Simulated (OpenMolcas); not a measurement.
Re6+ (d1) among equal point charges was computed by CASSCF with the d shell active (OpenMolcas, ANO-RCC-VDZP on the metal). Its lowest spin-free states, and all those of the highest spin:

```csv
2S+1,Degeneracy,E (cm-1)
2,3,0.0
2,2,7076
```

Problem. Is the site octahedral, tetrahedral or cube-like, axial, or of lower symmetry?

Solution. The states with 2S+1 = 2 have orbital degeneracies 3, 2. Threefold states need a cubic site. For d1 at this spin an octahedron puts the threefold T2 below the twofold E and a tetrahedron or cube puts the twofold E below the threefold T2, so the site is octahedral. The first gap at this spin, 7080 cm-1, is |10Dq| in ligand-field theory. The run had Re6+ among 6 point charges of -1.7 e arranged as an octahedron (Oh), 2.06 Å from the ion.

An orbital triplet at a regular site is open to Jahn-Teller coupling, which can distort the site and quench the lowest spin-orbit gaps and is left out. This field is weak: 10Dq is about 7076 cm-1, while octahedral complexes of 5d ions of charge 3 and more, computed by the same method with explicit ligands, had a median near 35000 cm-1. Ground spin and moment need not be those of a real site. This is an electrostatic model: the charges have no orbitals. No measured value stands beside these numbers.
